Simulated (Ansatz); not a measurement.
Total energies of `[OH][GeH2][GeH3]`.

Cartesian coordinates in Å:
```
O 1.3174 -0.5325 -1.6209
Ge 0.6082 -0.8671 -0.0125
Ge -0.8169 0.9785 0.6723
H 0.6539 -0.4973 -2.3132
H -0.1904 -2.1889 -0.0727
H 1.8332 -1.0332 0.8978
H -1.4939 0.6653 2.0176
H -1.9138 1.2050 -0.3829
H 0.0022 2.2701 0.8145
```

Total charge 0; spin multiplicity 1. Correlated methods include outer-core shells of Ge, which these sets cover unevenly. Scalar relativity is left out up to krypton. Geometry: relaxed with PBE0-D4/def2-TZVP. It is one conformer, not always the lowest. Basis def2-TZVPP, Ansatz 0.2.0.

RPA on PBE orbitals: Hartree–Fock energy of these orbitals -4229.07312 Eh, correlation -1.23518 Eh (frozen core).

```tsv
functional	kind	energy without D4 (Eh)	D4 term (kJ/mol)
revPBE	GGA	-4232.54259	-41.3
BLYP	GGA	-4232.97543	-33.0
r2SCAN	meta-GGA	-4232.83380	-3.6
B97M-V	meta-GGA with VV10	-4232.09443	–
r2SCANh	meta-GGA hybrid, 10 %	-4232.81334	-3.9
r2SCAN0	meta-GGA hybrid, 25 %	-4232.78438	-4.4
HSE06 (plane-wave form)	screened hybrid	-4232.27807	-12.4
CAM-B3LYP	range-separated hybrid	-4233.10596	-13.5
ωB97M-V	range-separated hybrid meta-GGA with VV10	-4232.61489	–
PBE-QIDH	double hybrid	-4231.61905	–
```

(1) Give the same for LDA (SPW92), PBE, PBE0, B3LYP, BHLYP, LC-ωPBE, ωB97X-V, B2PLYP. (An estimate is asked.)

B3LYP takes the VWN-RPA correlation (the form of Gaussian; ORCA's B3LYP/G). HSE06 is the plane-wave form, built on full-range PBE exchange. The double hybrids freeze the cores in their second-order part.

Answers

(1) Ansatz gave: 
```json
{"functional": "LDA (SPW92)", "kind": "LDA", "energy without D4 (Eh)": "-4225.98111", "D4 term (kJ/mol)": "–"}
{"functional": "PBE", "kind": "GGA", "energy without D4 (Eh)": "-4232.16688", "D4 term (kJ/mol)": "-15.4"}
{"functional": "PBE0", "kind": "global hybrid, 25 % exact exchange", "energy without D4 (Eh)": "-4232.28117", "D4 term (kJ/mol)": "-13.1"}
{"functional": "B3LYP", "kind": "global hybrid, 20 %", "energy without D4 (Eh)": "-4232.99094", "D4 term (kJ/mol)": "-25.0"}
{"functional": "BHLYP", "kind": "global hybrid, 50 %", "energy without D4 (Eh)": "-4232.80927", "D4 term (kJ/mol)": "-21.3"}
{"functional": "LC-ωPBE", "kind": "long-range corrected hybrid", "energy without D4 (Eh)": "-4232.30784", "D4 term (kJ/mol)": "–"}
{"functional": "ωB97X-V", "kind": "range-separated hybrid GGA with VV10", "energy without D4 (Eh)": "-4232.48473", "D4 term (kJ/mol)": "–"}
{"functional": "B2PLYP", "kind": "double hybrid", "energy without D4 (Eh)": "-4232.09856", "D4 term (kJ/mol)": "–"}
```

LC-ωPBE has ω = 0.4 bohr⁻¹.
